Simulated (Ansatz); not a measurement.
Coupled-cluster diagnostics for the cluster Si₃O₄⁻, Ansatz.

Geometry of the doublet (r2SCAN-D4/def2-SVPD):

```xyz
7

Si   -0.683    0.499    1.064
Si   -0.522   -1.115   -0.834
Si    2.216    1.960    1.037
O     0.654    1.580    0.673
O     0.151   -1.082    0.670
O    -1.324    0.310   -0.633
O    -0.492   -2.152   -1.977
```

Correlated methods freeze 19 core orbitals. Another isomer (doublet) lies 0.86 eV lower at PBE0-D4/def2-TZVPD; other spin states weren't run for this one.

Task: Estimate the CCSD(T) correlation energy, the shares of MP2 and (T), T1 and the reference's ⟨S²⟩ for: charge -1, doublet, own geometry in def2-SVPD; and the rough time on 4 threads of Intel Xeon on a shared host.

Result: 
```
                           state      basis  correlation (eV)  MP2 share (%)  (T) share (%)     T1  ⟨S²⟩ (pure)  wall time
charge -1, doublet, own geometry  def2-SVPD           -29.567           94.7            3.8  0.024  0.77 (0.75)    4.2 min
```
Customary marks for T1 are 0.02 (closed shells), 0.045 (open shells) and about 0.05 (3d metals). T1 exceeds 0.02 in 1 of 1 rows and 0.045 in 0; the higher it lies, the less the single-reference result can be trusted.
